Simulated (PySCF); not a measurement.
Gas-phase reaction: 2 GaH₃ + Ga(OH)₃ = 3 GaOH + 6 H

Energies from PySCF (xtb for GFN2), thermal terms from the rigid-rotor harmonic-oscillator model, ideal gas at 1 bar. † marks an energy on the PBE0/def2-TZVP geometry and frequencies; other levels use their own. MP2 and CCSD(T) freeze the core. Open shells (unrestricted): H (multiplicity 2); the rest are closed-shell singlets. GFN2 has no spin-polarisation term. Ga: all electrons, no relativistic terms. GaH₃, Ga(OH)₃, GaOH: computed as isolated molecules; such fragments, hydroxides, amides, oligomers or adducts are transient or little studied in the gas. MP2 isn't extrapolated to the basis-set limit; its ΔH°(298 K) is 1253.4 kJ in def2-SVP and 1292.4 kJ in def2-TZVPP. CCSD(T) isn't extrapolated to the basis-set limit; its ΔH°(298 K) is 1286.1 kJ in def2-SVP and 1340.9 kJ in def2-TZVPP. The harmonic model lacks anharmonicity and excited electronic states, which grow with temperature; levels with a mode under 35 cm⁻¹ are left out. Warning, point group unlike the PBE0 one: GaOH (GFN2-xTB).

```json
[
 {"level": "CCSD(T)/def2-SVP†", "ΔE electronic, kJ": "1372", "ΔH°(298 K), kJ": "1286", "ΔS°(298 K), J/K": "677", "ΔG°(1200 K), kJ": "439"},
 {"level": "CCSD(T)/def2-TZVPP†", "ΔE electronic, kJ": "1427", "ΔH°(298 K), kJ": "1341", "ΔS°(298 K), J/K": "677", "ΔG°(1200 K), kJ": "493"},
 {"level": "GFN2-xTB", "ΔE electronic, kJ": "1250", "ΔH°(298 K), kJ": "1194", "ΔS°(298 K), J/K": "619", "ΔG°(1200 K), kJ": "422"},
 {"level": "HF/def2-TZVP†", "ΔE electronic, kJ": "1114", "ΔH°(298 K), kJ": "1028", "ΔS°(298 K), J/K": "677", "ΔG°(1200 K), kJ": "180"},
 {"level": "MP2/def2-SVP†", "ΔE electronic, kJ": "1339", "ΔH°(298 K), kJ": "1253", "ΔS°(298 K), J/K": "677", "ΔG°(1200 K), kJ": "406"},
 {"level": "MP2/def2-TZVPP†", "ΔE electronic, kJ": "1378", "ΔH°(298 K), kJ": "1292", "ΔS°(298 K), J/K": "677", "ΔG°(1200 K), kJ": "445"},
 {"level": "PBE0/def2-QZVP†", "ΔE electronic, kJ": "1359", "ΔH°(298 K), kJ": "1273", "ΔS°(298 K), J/K": "677", "ΔG°(1200 K), kJ": "425"},
 {"level": "PBE0/def2-TZVP", "ΔE electronic, kJ": "1357", "ΔH°(298 K), kJ": "1271", "ΔS°(298 K), J/K": "677", "ΔG°(1200 K), kJ": "424"},
 {"level": "r2SCAN/def2-TZVP†", "ΔE electronic, kJ": "1405", "ΔH°(298 K), kJ": "1320", "ΔS°(298 K), J/K": "677", "ΔG°(1200 K), kJ": "472"},
 {"level": "ωB97M-V/def2-TZVP†", "ΔE electronic, kJ": "1384", "ΔH°(298 K), kJ": "1298", "ΔS°(298 K), J/K": "677", "ΔG°(1200 K), kJ": "451"}
]
```
ΔH° is lowest at HF/def2-TZVP† and highest at CCSD(T)/def2-TZVPP†. No reference value is set beside these.
